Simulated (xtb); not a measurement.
xtb input (GFN2-xTB):

```bash
xtb mol.xyz --gfn 2 --sp --chrg 1 --uhf 0
```
mol.xyz:
```
3

Y      0.28427316     0.17044935     0.07389960
F     -0.99811462     0.73578155    -1.23881457
F     -0.23373574    -1.47439538     0.91858298
```

End of the output:

```
         :::::::::::::::::::::::::::::::::::::::::::::::::::::
         ::                     SUMMARY                     ::
         :::::::::::::::::::::::::::::::::::::::::::::::::::::
         :: total energy             -10.207346839292 Eh    ::
         :: gradient norm              0.044917401319 Eh/a0 ::
         :: HOMO-LUMO gap              2.023080819183 eV    ::
         ::.................................................::
         :: SCC energy               -10.215305045048 Eh    ::
         :: -> isotropic ES            0.182980196126 Eh    ::
         :: -> anisotropic ES          0.005260539088 Eh    ::
         :: -> anisotropic XC         -0.008972095613 Eh    ::
         :: -> dispersion             -0.000909096847 Eh    ::
         :: repulsion energy           0.007958205756 Eh    ::
         :: add. restraining           0.000000000000 Eh    ::
         :: total charge               1.000000000000 e     ::
         :::::::::::::::::::::::::::::::::::::::::::::::::::::

           -------------------------------------------------
          |                Property Printout                |
           -------------------------------------------------

    * Orbital Energies and Occupations

         #    Occupation            Energy/Eh            Energy/eV
      -------------------------------------------------------------
         1        2.0000           -1.2128922             -33.0045
         2        2.0000           -1.1539658             -31.4010
         3        2.0000           -0.8927354             -24.2926
         4        2.0000           -0.8222574             -22.3748
         5        2.0000           -0.8165737             -22.2201
         6        2.0000           -0.8120945             -22.0982
         7        2.0000           -0.8119558             -22.0944
         8        2.0000           -0.8102613             -22.0483 (HOMO)
         9                         -0.7359145             -20.0253 (LUMO)
        10                         -0.7093801             -19.3032
        11                         -0.7079176             -19.2634
        12                         -0.7075532             -19.2535
        13                         -0.6921289             -18.8338
        14                         -0.6589967             -17.9322
        15                         -0.3792033             -10.3186
        16                         -0.1058484              -2.8803
        17                          0.0373740               1.0170
      -------------------------------------------------------------
                  HL-Gap            0.0743469 Eh            2.0231 eV
             Fermi-level           -0.7730879 Eh          -21.0368 eV

     #   Z          covCN         q      C6AA      α(0)
     1  39 Y        1.258     0.977   959.788   110.648
     2   9 F        0.629     0.012     9.294     3.597
     3   9 F        0.629     0.012     9.294     3.597

 Mol. C6AA /au·bohr⁶  :       1276.672153
 Mol. C8AA /au·bohr⁸  :     199608.800754
 Mol. α(0) /au        :        117.842206

Wiberg/Mayer (AO) data.
largest (>0.10) Wiberg bond orders for each atom

 ---------------------------------------------------------------------------
     #   Z sym  total        # sym  WBO       # sym  WBO       # sym  WBO
 ---------------------------------------------------------------------------
     1  39 Y    2.260 --     2 F    1.130     3 F    1.130
     2   9 F    1.469 --     1 Y    1.130     3 F    0.340
     3   9 F    1.469 --     1 Y    1.130     2 F    0.340
 ---------------------------------------------------------------------------

Topologies differ in total number of bonds
Writing topology from bond orders to xtbtopo.mol

molecular dipole:
                 x           y           z       tot (Debye)
 q only:        0.498       0.299       0.129
   full:        1.184       0.710       0.308       3.595
molecular quadrupole (traceless):
                xx          xy          yy          xz          yz          zz
 q only:        0.160       0.229      -0.008       0.173      -0.074      -0.152
  q+dip:        0.839       0.573      -0.415      -0.364       1.263      -0.424
   full:        1.296       0.341      -0.965      -1.662       3.378      -0.331

           -------------------------------------------------
          | TOTAL ENERGY              -10.207346839292 Eh   |
          | GRADIENT NORM               0.044917401319 Eh/α |
          | HOMO-LUMO GAP               2.023080819183 eV   |
           -------------------------------------------------

------------------------------------------------------------------------
Note: The following floating-point exceptions are signalling: IEEE_INVALID_FLAG IEEE_UNDERFLOW_FLAG IEEE_DENORMAL
normal termination of xtb
------------------------------------------------------------------------
 total:
 SCF:
```
